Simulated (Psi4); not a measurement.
O4W, charge -2, singlet, geometry from GFN2-xTB (such geometries of metal compounds can be far from the true shape) (core potentials on W) (a gas-phase anion, which may not be bound at this level), with bond 2-1 at 1.25 times its length; Psi4 with HF/def2-SVP.

Psi4 was given this input:
```
memory 2 GB

molecule mol {
-2 1
  W     0.000000   -0.000000   -0.000000
  O     1.526891    0.938243   -1.316387
  O     0.812080   -0.925120    1.284214
  O    -1.021825   -1.092758   -0.962434
  O    -1.011768    1.267284    0.731330
}

set basis def2-svp
set reference rhf
set stability_analysis check
set scf_type pk

energy('scf')
print_variables()
```

Problem. What does Psi4 print? Leave out banner, timings and long lists.

Solution. 
```
   => Loading Basis Set <=

    Name: DEF2-SVP
    Role: ORBITAL
    Keyword: BASIS

    !!!  WARNING: ECP capability is in beta. Please check occupations closely.  !!!

         ---------------------------------------------------------
                                   SCF
               by Justin Turney, Rob Parrish, Andy Simmonett
                          and Daniel G. A. Smith
                              RHF Reference
         ---------------------------------------------------------

  ==> Geometry <==

    Molecular point group: c1
    Full point group: C1

    Geometry (in Angstrom), charge = -2, multiplicity = 1:

       Center              X                  Y                   Z               Mass
    ------------   -----------------  -----------------  -----------------  -----------------
         W           -0.019701058464    -0.012105927472     0.016984968037   183.950930920000
         O            1.507189941536     0.926137072528    -1.299402031963    15.994914619570
         O            0.792378941536    -0.937225927472     1.301198968037    15.994914619570
         O           -1.041526058464    -1.104863927472    -0.945449031963    15.994914619570
         O           -1.031469058464     1.255178072528     0.748314968037    15.994914619570

  Running in c1 symmetry.

  Rotational constants: A =      0.12489  B =      0.10327  C =      0.10327 [cm^-1]
  Rotational constants: A =   3744.18955  B =   3095.84218  C =   3095.84187 [MHz]
  Nuclear repulsion =  192.573566071382686

  Charge       = -2
  Multiplicity = 1
  Electrons    = 48
  Nalpha       = 24
  Nbeta        = 24

  ==> Algorithm <==

  SCF Algorithm Type is PK.
  DIIS enabled.
  MOM disabled.
  Fractional occupation disabled.
  Guess Type is SAD.
  Energy threshold   = 1.00e-06
  Density threshold  = 1.00e-06
  Integral threshold = 1.00e-12

  ==> Primary Basis <==

  Basis Set: DEF2-SVP
    Blend: DEF2-SVP
    Number of shells: 36
    Number of basis functions: 88
    Number of Cartesian functions: 97
    Spherical Harmonics?: true
    Max angular momentum: 3

  Core potential: DEF2-SVP
    Number of shells: 4
    Number of ECP primitives: 10
    Number of ECP core electrons: 60
    Max angular momentum: 3

  ==> Integral Setup <==

  Using in-core PK algorithm.
   Calculation information:
      Number of atoms:                   5
      Number of AO shells:              36
      Number of primitives:             67
      Number of atomic orbitals:        97
[...]
	Sorting File: SO Ints (nn|nn) nbuckets = 1
	Constructing frozen core operators
	Starting first half-transformation.
	Sorting half-transformed integrals.
	First half integral transformation complete.
	Starting second half-transformation.
	Two-electron integral transformation complete.
	Starting first half-transformation.
	Sorting half-transformed integrals.
	First half integral transformation complete.
	Starting second half-transformation.
	Two-electron integral transformation complete.
    Lowest singlet (RHF->RHF) stability eigenvalues:
       A 0.152627         A 0.152634         A 0.156894         A 0.181881
       A 0.181882

    Lowest triplet (RHF->UHF) stability eigenvalues:
       A 0.006872         A 0.068770         A 0.068778         A 0.095635
       A 0.114131

  ==> Post-Iterations <==

    Orbital Energies [Eh]
    ---------------------

    Doubly Occupied:

[...]
    Virtual:

[...]
      88A    576.286087

    Final Occupation by Irrep:
              A
    DOCC [    24 ]
    NA   [    24 ]
    NB   [    24 ]

  @RHF Final Energy:  -365.53180664375219

   => Energetics <=

    Nuclear Repulsion Energy =            192.5735660713826860
    One-Electron Energy =                -929.8028557678715060
    Two-Electron Energy =                 371.6974830527366862
    Total Energy =                       -365.5318066437521907

Computation Completed

Properties will be evaluated at   0.000000,   0.000000,   0.000000 [a0]

Properties computed using the SCF density matrix

 Multipole Moments:

 ------------------------------------------------------------------------------------
     Multipole            Electronic (a.u.)      Nuclear  (a.u.)        Total (a.u.)
 ------------------------------------------------------------------------------------

 L = 1.  Multiply by 2.5417464519 to convert [e a0] to [Debye]
 Dipole X            :         -3.8761778            2.9040845           -0.9720933
 Dipole Y            :         -2.3818318            1.7845049           -0.5973269
 Dipole Z            :          3.3417822           -2.5037123            0.8380699
 Magnitude           :                                                    1.4156716

 ------------------------------------------------------------------------------------

  Variable Map:
  ----------------------------------------------------------------------------
[...]
  Array Variable Map:
  ----------------------------------------------------------------------------
[...]
[...]
```
